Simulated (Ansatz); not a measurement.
Input file for Ansatz (a quantum-chemistry and plane-wave program): R-CAM-B3LYP/def2-TZVPPD on C2H6N2 (a complex). Files ending in .json are basis or fitting sets from the Basis Set Exchange.

Ansatz 0.2 input:
```yaml
crystal:
  periodic: [false, false, false]
  atoms:
    - {symbol: N, position_ang: [-0.47719724, -0.12635414, -0.24760665]}
    - {symbol: N, position_ang: [0.60678946, -0.23257498, -0.30761590]}
    - {symbol: C, position_ang: [-0.67205521, 0.42664691, 3.44913055]}
    - {symbol: C, position_ang: [0.63956333, -0.33641626, 3.28891109]}
    - {symbol: H, position_ang: [-1.16517616, 0.57882542, 2.48713361]}
    - {symbol: H, position_ang: [-0.50698215, 1.40993434, 3.89406107]}
    - {symbol: H, position_ang: [-1.36890369, -0.11368215, 4.09292200]}
    - {symbol: H, position_ang: [0.47592327, -1.31938286, 2.84270515]}
    - {symbol: H, position_ang: [1.12900773, -0.49013890, 4.25261630]}
    - {symbol: H, position_ang: [1.33904062, 0.20325233, 2.64753958]}
basis:
  gaussian:
    orbitals: def2-TZVPPD.json
hamiltonian:
  xc: {name: CAM-B3LYP}
scf: {lower_state_search: off}
```

The head of its log:

```
WARN ansatz: RAYON_NUM_THREADS=1 ignored (pool sized by the plan → 1); use --threads N
Functional definition: CAM-B3LYP
these checks for a lower state are left out or cut short: stability, starts, cluster_reference, orbital_swaps, neighbouring_geometries, increment
integrals: 0.16 GiB planned
1060 factors; their error is unknown
integrals: 0.19 GiB planned
362 factors; integrals over basis functions are off by at most 2.3e-5 eV
mean field: 1.54 GiB planned
mean field evaluation 1: about -5146.4797 eV, gradient 5.1e1 eV
mean field evaluation 2: about -5147.5903 eV, gradient 4.4e1 eV
```

### Question
What total energy does the run end on?

### Answer
-189.3365 hartree.
